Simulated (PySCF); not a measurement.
Species: C₄H₁₁NOSi₂.
SMILES with atom numbers: `[CH3:1][C@@H:2]([C:3]#[N:4])[O:5][SiH2:6][CH2:7][SiH3:8]` (hydrogens: H9, H10, H11 on C1; H12 on C2; H13, H14 on Si6; H15, H16 on C7; H17, H18, H19 on Si8)

Structure used (PBE0-D3(BJ)/def2-SVP), in Å, numbered top down from 1:
```
atom  x, y, z in Å
C1    -2.8600   -0.1809   -0.4396
C2    -1.6336    0.6978   -0.6378
C3    -1.6988    1.8951    0.2230
N4    -1.7585    2.8329    0.8971
O5    -0.4586    0.0011   -0.3427
Si6    0.6529   -0.6239   -1.4372
C7     2.2613   -0.7317   -0.5109
Si8    2.5287    0.7493    0.6366
H9    -3.7860    0.3847   -0.6164
H10   -2.8714   -0.5740    0.5866
H11   -2.8209   -1.0265   -1.1411
H12   -1.6190    1.0745   -1.6806
H13    0.7383    0.3229   -2.5947
H14    0.1832   -1.9506   -1.9428
H15    2.3026   -1.6606    0.0815
H16    3.0882   -0.7757   -1.2407
H17    2.2160    2.0161   -0.0926
H18    1.6610    0.6438    1.8434
H19    3.9591    0.7962    1.0717
```

The closed-shell ground state was solved at several levels (PySCF, density fitting, gas phase, non-relativistic).

```csv
level,basis functions,HOMO (eV),LUMO (eV),gap (eV),dipole (D)
B3LYP/def2-SVPD,259,-8.40,-0.46,7.94,4.45
PBE0/pcSseg-1,205,-8.62,-0.09,8.53,4.46
```

Question: Estimate the row for B97-2/pcSseg-1, a basis of 205 functions; the other rows only guide the guess.

Answer: HOMO -8.37 eV, LUMO -0.08 eV, gap 8.29 eV, dipole 4.45 D.

Question: Over all these levels, which gives the widest orbital gap and which the narrowest?

Answer: PBE0/pcSseg-1 (global hybrid, 25 % exact exchange) has the widest, 8.53 eV, and B3LYP/def2-SVPD (global hybrid, 20 % exact exchange) the narrowest, 7.94 eV. Functional and basis both differ between the two, so the spread mixes both effects.

Question: How far do the dipole and the HOMO energy spread over the levels?

Answer: The dipole runs from 4.45 to 4.46 D (mean 4.45 D) and the HOMO from -8.62 to -8.37 eV.

One conformer stands for the species.
